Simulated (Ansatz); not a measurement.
One change: `[F][Ti]([F])([F])[Br]` becomes `[F][Ti]([F])([F])[F]`.

Ansatz, PBE0-D4/def2-TZVP geometries, multiplicity 1. 

Scalar relativity is left out up to krypton.

| property | `[F][Ti]([F])([F])[Br]` |
| --- | --- |
| HOMO energy (ωB97M-V/def2-TZVPP) / eV | -11.61 |
| LUMO energy (ωB97M-V/def2-TZVPP) / eV | -1.11 |
| LUMO energy (PBE0/def2-TZVPP) / eV | -3.37 |
| size of the dipole moment (B3LYP/def2-TZVPP) / D | 0.38 |
| size of the dipole moment (ωB97M-V/def2-TZVPP) / D | 0.14 |
| HOMO–LUMO gap (PBE/def2-TZVPP) / eV | 3.89 |

Task: Give the same properties after the change, and the shifts. (An estimate is asked.)

Result: The calculation gave: 
| property | `[F][Ti]([F])([F])[F]` | shift |
| --- | --- | --- |
| HOMO energy (ωB97M-V/def2-TZVPP) / eV | -15.01 | -3.40 |
| LUMO energy (ωB97M-V/def2-TZVPP) / eV | -0.70 | 0.41 |
| LUMO energy (PBE0/def2-TZVPP) / eV | -3.10 | 0.27 |
| size of the dipole moment (B3LYP/def2-TZVPP) / D | 0.00 | -0.38 |
| size of the dipole moment (ωB97M-V/def2-TZVPP) / D | 0.00 | -0.14 |
| HOMO–LUMO gap (PBE/def2-TZVPP) / eV | 6.42 | 2.53 |

With PBE0 the HOMO falls by 3.08 eV and the LUMO rises by 0.27 eV, so the gap widens by about 3.35 eV. PBE moves the HOMO by -2.31 eV and ωB97M-V by -3.40 eV.

B3LYP here is the variant with VWN-RPA as its local correlation; programs differ in this.

Spin–orbit coupling is left out; it splits and shifts lone-pair levels of the heavy atoms by tenths of an eV.
